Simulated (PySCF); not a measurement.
SMILES C#[C][GaH][CH2]C[SiH3], C4H9GaSi

Geometry:
```json
{"atom": "C1", "x (Å)": "4.396", "y (Å)": "0.531", "z (Å)": "-0.391"}
{"atom": "C2", "x (Å)": "3.326", "y (Å)": "0.407", "z (Å)": "0.185"}
{"atom": "Ga3", "x (Å)": "1.631", "y (Å)": "0.211", "z (Å)": "1.073"}
{"atom": "C4", "x (Å)": "0.016", "y (Å)": "-0.001", "z (Å)": "-0.035"}
{"atom": "C5", "x (Å)": "-1.305", "y (Å)": "-0.156", "z (Å)": "0.724"}
{"atom": "Si6", "x (Å)": "-2.802", "y (Å)": "-0.346", "z (Å)": "-0.413"}
{"atom": "H7", "x (Å)": "5.339", "y (Å)": "0.638", "z (Å)": "-0.898"}
{"atom": "H8", "x (Å)": "1.610", "y (Å)": "0.231", "z (Å)": "2.641"}
{"atom": "H9", "x (Å)": "0.199", "y (Å)": "-0.864", "z (Å)": "-0.701"}
{"atom": "H10", "x (Å)": "-0.015", "y (Å)": "0.869", "z (Å)": "-0.718"}
{"atom": "H11", "x (Å)": "-1.488", "y (Å)": "0.710", "z (Å)": "1.384"}
{"atom": "H12", "x (Å)": "-1.277", "y (Å)": "-1.030", "z (Å)": "1.397"}
{"atom": "H13", "x (Å)": "-2.931", "y (Å)": "0.857", "z (Å)": "-1.295"}
{"atom": "H14", "x (Å)": "-2.633", "y (Å)": "-1.549", "z (Å)": "-1.288"}
{"atom": "H15", "x (Å)": "-4.068", "y (Å)": "-0.500", "z (Å)": "0.370"}
```

Computed with GIAO PBE0/6-31G magnetisability, rotational g tensor and spin-rotation constants, non-relativistic, gas phase in PySCF. Geometry: PBE0-D3(BJ)/def2-SVP.

The calculation is non-relativistic, which matters for the atoms heavier than Zn.

**Question.** Give the nuclear spin-rotation constants along the inertial axes (H = +C I·J) beside the isotropic shieldings.

**Answer.** Rotational constants 6.7797, 0.6238, 0.5791 GHz. A star marks the isotopologue with that one atom substituted, in its own axes.
```tsv
atom	isotope	Caa (kHz)	Cbb (kHz)	Ccc (kHz)	mean (kHz)	σ (ppm)
Ga3	69Ga	10.830	0.978	0.790	4.199	1606.3
H7	1H	-0.142	-0.045	-0.065	-0.084	29.6
H8	1H	-0.439	0.024	-0.048	-0.154	25.7
H9	1H	-0.766	-0.043	-0.024	-0.278	31.8
H10	1H	-0.765	-0.044	-0.024	-0.278	31.8
H11	1H	-0.729	-0.046	-0.021	-0.266	31.5
H12	1H	-0.730	-0.047	-0.021	-0.266	31.5
H13	1H	-0.671	-0.036	-0.009	-0.239	29.1
H14	1H	-0.671	-0.035	-0.011	-0.239	29.1
H15	1H	-0.151	-0.031	-0.056	-0.079	28.8
C1	13C*	1.118	0.157	0.197	0.491	94.2
C2	13C*	0.790	0.152	0.199	0.380	108.0
C4	13C*	0.799	0.094	0.061	0.318	180.1
C5	13C*	0.708	0.064	0.058	0.276	195.0
Si6	29Si*	-2.926	-0.299	-0.285	-1.170	483.6
```
For the geometry as given, no vibrational averaging.
